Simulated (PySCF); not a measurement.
C2H4BFO2.
Numbering: `[CH2:1]=[C:2]([F:3])[B:4]([OH:5])[OH:6]` (hydrogens: H7, H8 on C1; H9 on O5; H10 on O6)

Computed by this run: PBE0-D3(BJ)/def2-SVP geometry optimisation, gas phase (PySCF); density fitting, grid level 1; the optimiser is geomeTRIC in internal coordinates, started from a GFN2-xTB structure with every atom displaced at random (about 0.01 Å).

Step 2: E = -9611.1035 eV
```
atom  x, y, z in Å  |  force x, y, z in eV/Å
C1      1.6407    0.3733   -0.7217    0.134   0.209   0.141
C2      0.6728    0.6231    0.1671   -0.184  -0.206  -0.314
F3      0.7482    1.7035    0.9606    0.137  -0.099  -0.049
B4     -0.6605   -0.2087    0.3005    0.046   0.042  -0.037
O5     -0.7276   -1.4127   -0.3341    0.029   0.015  -0.003
O6     -1.6670    0.3553    1.0131   -0.086   0.026   0.072
H7      1.5973   -0.4728   -1.4107   -0.170  -0.048   0.186
H8      2.5106    1.0314   -0.7888    0.032   0.057  -0.002
H9     -1.5730   -1.8666   -0.2681    0.044   0.020  -0.004
H10    -2.4854   -0.1473    1.0564    0.018  -0.015   0.011
```

Step 3: E = -9611.1141 eV
```
atom  x, y, z in Å  |  force x, y, z in eV/Å
C1      1.6494    0.3740   -0.7077   -0.250  -0.061  -0.038
C2      0.6592    0.6355    0.1514    0.308   0.149  -0.057
F3      0.7680    1.7146    0.9425   -0.128   0.012   0.086
B4     -0.6684   -0.1957    0.2961   -0.016   0.039  -0.054
O5     -0.7153   -1.3935   -0.3519    0.014   0.029   0.015
O6     -1.6784    0.3487    1.0232    0.062  -0.008   0.003
H7      1.5473   -0.4872   -1.3662    0.083  -0.090  -0.027
H8      2.5281    1.0187   -0.7961   -0.021  -0.020   0.056
H9     -1.5499   -1.8647   -0.2922   -0.032  -0.021   0.004
H10    -2.4840   -0.1719    1.0751   -0.019  -0.030   0.010
```

Step 4: E = -9611.1184 eV
```
atom  x, y, z in Å  |  force x, y, z in eV/Å
C1      1.6406    0.3694   -0.7127    0.021   0.060   0.039
C2      0.6553    0.6544    0.1403   -0.063  -0.014   0.104
F3      0.7433    1.7252    0.9455    0.050   0.032  -0.114
B4     -0.6696   -0.1800    0.2834    0.012  -0.016   0.012
O5     -0.7120   -1.3724   -0.3740   -0.047  -0.012  -0.014
O6     -1.6717    0.3437    1.0356    0.022  -0.016  -0.005
H7      1.5512   -0.5197   -1.3371    0.008   0.011  -0.043
H8      2.5285    1.0013   -0.7978    0.014  -0.023   0.018
H9     -1.5412   -1.8531   -0.3080   -0.013  -0.013   0.000
H10    -2.4682   -0.1903    1.0989   -0.005  -0.010   0.002
```

Question: Estimate the geometry and energy of step 5. (The exact step hangs on the optimiser's Hessian estimate; all steps are aligned on step 4, rigid shifts and turns removed.)

Answer: E = -9611.1207 eV, largest force 0.100 eV/Å
```
atom  x, y, z in Å  |  force x, y, z in eV/Å
C1      1.6453    0.3719   -0.7115    0.087  -0.048  -0.004
C2      0.6526    0.6528    0.1334   -0.051  -0.014   0.001
F3      0.7411    1.7363    0.9206   -0.025   0.012  -0.025
B4     -0.6721   -0.1844    0.2778   -0.015  -0.011   0.041
O5     -0.7332   -1.3753   -0.3815    0.019   0.015  -0.035
O6     -1.6648    0.3366    1.0433   -0.017   0.008   0.030
H7      1.5796   -0.5167   -1.3409   -0.025   0.020  -0.002
H8      2.5330    1.0062   -0.7758    0.006   0.006  -0.009
H9     -1.5653   -1.8502   -0.3054    0.012   0.009   0.003
H10    -2.4602   -0.1986    1.1142    0.008   0.004   0.000
```

The energy changes by -0.0023 eV. The first-order estimate −F·Δx gives -0.0053 eV and the mean of the old and new forces, exact on a quadratic surface, -0.0026 eV. The step makes an angle of 66° with the force vector and moves no atom by more than 0.029 Å.

What follows is the cost of the whole optimisation. On Arm Neoverse V1, one thread (shared host), this took 34 s of wall time and 0.42 GiB of memory at its peak.
